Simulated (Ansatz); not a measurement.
Coupled-cluster run, `C[C](C)(C)[Ge]([F])([F])[F]`.

```yaml
crystal:
  periodic: [false, false, false]
  atoms:
    - {symbol: C, position_ang: [1.339924, 0.851265, -0.012406]}
    - {symbol: C, position_ang: [0.115098, -0.050027, 0.120025]}
    - {symbol: C, position_ang: [0.479062, -1.505451, -0.161522]}
    - {symbol: C, position_ang: [-0.517745, 0.093794, 1.501624]}
    - {symbol: Ge, position_ang: [-1.195828, 0.512982, -1.206960]}
    - {symbol: F, position_ang: [-1.723463, 2.137118, -1.006992]}
    - {symbol: F, position_ang: [-2.634566, -0.428351, -1.195893]}
    - {symbol: F, position_ang: [-0.618516, 0.426984, -2.824221]}
    - {symbol: H, position_ang: [2.087752, 0.546794, 0.727595]}
    - {symbol: H, position_ang: [1.097136, 1.900220, 0.172518]}
    - {symbol: H, position_ang: [1.799005, 0.773998, -1.000649]}
    - {symbol: H, position_ang: [-0.388341, -2.165226, -0.086377]}
    - {symbol: H, position_ang: [1.215926, -1.837662, 0.577545]}
    - {symbol: H, position_ang: [0.921788, -1.631543, -1.152246]}
    - {symbol: H, position_ang: [0.208110, -0.218471, 2.260031]}
    - {symbol: H, position_ang: [-1.404871, -0.534116, 1.611991]}
    - {symbol: H, position_ang: [-0.799471, 1.127193, 1.716239]}
basis:
  gaussian: {orbitals: def2-TZVPP}
correlation: {method: ccsd_t}
output: {orbitals: {seedname: orbitals}}
```

```sh
$ ansatz run in.yaml --threads 3 --pin off --events-out ev --progress --plain --backend cuda
```

Output of Ansatz, abridged:

```
Functional definition: HF
2388 factors; integrals over basis functions are off by at most 9.7e-4 eV
mean field evaluation 1: about -68857.9993 eV, gradient 5.6e1 eV
mean field evaluation 2: about -68858.2708 eV, gradient 5.7e1 eV
mean field evaluation 4: about -68864.6705 eV, gradient 5.5e0 eV
mean field evaluation 8: about -68864.7682 eV, gradient 3.8e-1 eV
mean field -68864.76880358 eV, -2530.7335753146 hartree, gradient 6.3e-6 eV, S^2 0.000000; 0 other end points of the search recorded, 0 dependent functions left out
16 core orbitals not correlated: weight in the atoms' cores, before any rotation towards them, 1.000 or more for the frozen orbitals, at most 0.000 for the correlated occupied ones
reference -68864.76880358 eV, -2530.7335753146 hartree; 30, 30 occupied and 345, 345 virtual orbitals, 2388 factors
second order -46.38417605 eV of doubles, -0.00000000 eV of singles
cycle   1  -46.09741382 eV  change    2.9e-1 eV  update   1.4e-1
cycle   2  -47.12829793 eV  change    -1.0e0 eV  update   4.1e-2
cycle   3  -47.35614337 eV  change   -2.3e-1 eV  update   2.0e-2
cycle   4  -47.33750925 eV  change    1.9e-2 eV  update   4.1e-3
cycle   5  -47.33436115 eV  change    3.1e-3 eV  update   1.6e-3
cycle   6  -47.33563951 eV  change   -1.3e-3 eV  update   4.2e-4
cycle   7  -47.33552261 eV  change    1.2e-4 eV  update   1.4e-4
cycle   8  -47.33541581 eV  change    1.1e-4 eV  update   4.0e-5
cycle   9  -47.33541671 eV  change   -8.9e-7 eV  update   1.4e-5
perturbative correction -1.66864651 eV, -0.0613216281 hartree
Total energy: -68913.77286679 eV, -2532.5344414216 hartree
```

It took 2 min on 3 threads of an AMD EPYC 7R13 on a shared host and a share of an NVIDIA H100 80 GB, with 1.8 GiB of host memory at the peak.

MP2 recovers 94.7 % of the CCSD(T) correlation energy and the triples give 3.4 %; T1 = 0.0114.
